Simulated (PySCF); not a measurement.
H₄P, SMILES [PH4+], charge +1.

Geometry optimised at TPSSh-D3(BJ)/def2-TZVPD. The isomer is the one that the SMILES or the coordinates give; other isomers of the formula were not compared.

The numbers are results of HF/def2-TZVPD (PySCF), not measurements.

Symmetry labels are those of the subgroup D2 that the program uses (full group Td).

Computed valence orbital energies around the gap with their symmetry:
```json
[
 {"orbital": "HOMO−7", "symmetry": "A", "energy (eV)": "-212.62"},
 {"orbital": "HOMO−6", "symmetry": "B1", "energy (eV)": "-155.35"},
 {"orbital": "HOMO−5", "symmetry": "B2", "energy (eV)": "-155.35"},
 {"orbital": "HOMO−4", "symmetry": "B3", "energy (eV)": "-155.35"},
 {"orbital": "HOMO−3", "symmetry": "A", "energy (eV)": "-31.95"},
 {"orbital": "HOMO−2", "symmetry": "B1", "energy (eV)": "-22.78"},
 {"orbital": "HOMO−1", "symmetry": "B2", "energy (eV)": "-22.78"},
 {"orbital": "HOMO", "symmetry": "B3", "energy (eV)": "-22.78"},
 {"orbital": "LUMO", "symmetry": "A", "energy (eV)": "-3.11"},
 {"orbital": "LUMO+1", "symmetry": "B1", "energy (eV)": "-2.57"},
 {"orbital": "LUMO+2", "symmetry": "B2", "energy (eV)": "-2.57"},
 {"orbital": "LUMO+3", "symmetry": "B3", "energy (eV)": "-2.57"}
]
```
